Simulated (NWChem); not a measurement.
The numbers come from NWChem runs, not from measurements. System: CH$_{3}$Se$_{2}$, charge 1, spin multiplicity 1, at the geometry of a parent with another charge or spin, in a state set for the comparison that need not be this species' ground state. Level: MP2/def2-TZVP, 19 core orbitals frozen.

Job file:

```
start mol
memory heap 200 mb stack 900 mb global 1100 mb
charge 1
geometry units angstroms nocenter noautoz
  C      2.122712     0.402059     0.000000
  Se     0.566360    -0.776067     0.000000
  Se    -1.153502     0.651667     0.000000
  H      2.105293     1.028327     0.900734
  H      3.015990    -0.239404     0.000000
  H      2.105293     1.028327    -0.900734
  symmetry group Cs
end
basis spherical
  * library def2-tzvp
end
scf
  rhf
  nopen 0
  maxiter 100
  thresh 1e-7
  semidirect memsize 60000000 filesize 0
end
mp2
  freeze core 19
end
task mp2 energy
```

Part of the output:

```
             Northwest Computational Chemistry Package (NWChem) 7.3.0
             --------------------------------------------------------

                                NWChem Input Module
                                -------------------

 Scaling coordinates for geometry "geometry" by  1.889725989
 (inverse scale =  0.529177249)

 Turning off AUTOSYM since
 SYMMETRY directive was detected!

                             Geometry "geometry" -> ""
                             -------------------------

 Output coordinates in angstroms (scale by  1.889725989 to convert to a.u.)

  No.       Tag          Charge          X              Y              Z
 ---- ---------------- ---------- -------------- -------------- --------------
    1 C                    6.0000     2.12271200     0.40205900     0.00000000
    2 Se                  34.0000     0.56636000    -0.77606700     0.00000000
    3 Se                  34.0000    -1.15350200     0.65166700     0.00000000
    4 H                    1.0000     2.10529300     1.02832700     0.90073400
    5 H                    1.0000     3.01599000    -0.23940400     0.00000000
    6 H                    1.0000     2.10529300     1.02832700    -0.90073400

 Effective nuclear repulsion energy (a.u.)     407.5450304997

            Nuclear Dipole moment (a.u.)
            ----------------------------
        X                 Y               Z
 ---------------- ---------------- ----------------
     0.0000377945     0.0000075589     0.0000000000

      Symmetry information
      --------------------

 Group name             Cs
 Group number              2
 Group order               2
 No. of unique centers     5

      Symmetry unique atoms

     1    2    3    4    5


 Summary of "ao basis" -> "" (spherical)
 ------------------------------------------------------------------------------
       Tag                 Description            Shells   Functions and Types
 ---------------- ------------------------------  ------  ---------------------
 *                         def2-tzvp                  on all atoms

 Summary of "ao basis" -> "ao basis" (spherical)
[...]
     1   1 0 0      0.889286      0.000000      0.000038
     1   0 1 0      0.260267      0.000000      0.000008
     1   0 0 1      0.000000      0.000000      0.000000

     2   2 0 0    -19.836748      0.000000    361.182400
     2   1 1 0     -2.430389      0.000000   -113.464686
     2   1 0 1     -0.000000      0.000000      0.000000
     2   0 2 0    -27.623049      0.000000    135.909106
     2   0 1 1      0.000000      0.000000      0.000000
     2   0 0 2    -28.068167      0.000000      5.794564

                   NWChem MP2 Semi-direct Energy/Gradient Module
                   ---------------------------------------------

  Basis functions       =    145
  Molecular orbitals    =    145
  Frozen core           =     19
  Frozen virtuals       =      0
  Active alpha occupied =     19
  Active beta occupied  =     19
  Active alpha virtual  =    107
  Active beta virtual   =    107
  Use MO symmetry       = T
  Use skeleton AO sym   = T

  AO/Fock/Back tols     =   1.0D-09  1.0D-09  1.0D-09

 GA uses MA = F    GA memory limited = T

 Available:
  local mem=  1.26D+08
 global mem=  1.44D+08
 local disk=  0.00D+00
  mp2_memr nvloc                   107
  nvloc new                   107
   1 passes of  19:        5242880                     144500                  69925250.
   1 passes of  19: M    126146982           G      144137150           F     120904102.

 Semi-direct pass number   1 of   1  for RHF alpha+beta  at        8.1s
  vrange nnbf                 10111
  mp2_eaftype                   266  avail_ma_in_mb                  1099
 EAF : mp2_eaftype filesize         266   34962625.
  mp2_eaf for mointskh                    266
Node 0 wrote    164.4 Mb in      0.2 s     Agg I/O rate:   778.7 Mb/s
 Done moints_semi at       18.2s
  mp2_eaftype                   266  avail_ma_in_mb                   833
 EAF : mp2_eaftype filesize         266   34962625.
  mp2_eaf for kh                   266
 Done maket at       18.6s
 Done multipass loop at       18.6s

          -------------------------------------------
          SCF energy               -4839.014123595875
          Correlation energy          -0.697764782022
          Singlet pairs               -0.402486559863
          Triplet pairs               -0.295278222159
          Total MP2 energy         -4839.711888377898
          -------------------------------------------

          ---------------------------------------------------
                    Spin Component Scaled (SCS) MP2
          Same spin pairs                     -0.196852148106
          Same spin scaling factor             0.333333333333
          Opposite spin pairs                 -0.500912633916
          Opposite spin scaling fact.          1.200000000000
          SCS-MP2 correlation energy          -0.666712543402
          Total SCS-MP2 energy             -4839.680836139277
          ---------------------------------------------------

 -----------------------
 Performance information
 -----------------------

 Timer overhead =  9.63D-08 seconds/call

               Nr. of calls         CPU time (s)                 Wall time (s)                GFlops
             ---------------    -------------------     ------------------------------   -------------------
Name         Min   Avg   Max    Min     Avg     Max     Min     Avg     Max   Mx/calls   Min     Max     Sum
mp2: moin     1     1     1    10.     10.     10.      10.     10.     10.     10.      0.0     0.0     0.0
mp2: make     1     1     1   0.42    0.42    0.42     0.42    0.42    0.42    0.42      0.0     0.0     0.0
mp2: tota     1     1     1    11.     11.     11.      11.     11.     11.     11.      0.0     0.0     0.0

 The average no. of pstat calls per process was 3.00D+00
 with a timing overhead of 2.89D-07s

 Task  times  cpu:       18.6s     wall:       18.6s

 Total times  cpu:       18.6s     wall:       18.6s
```
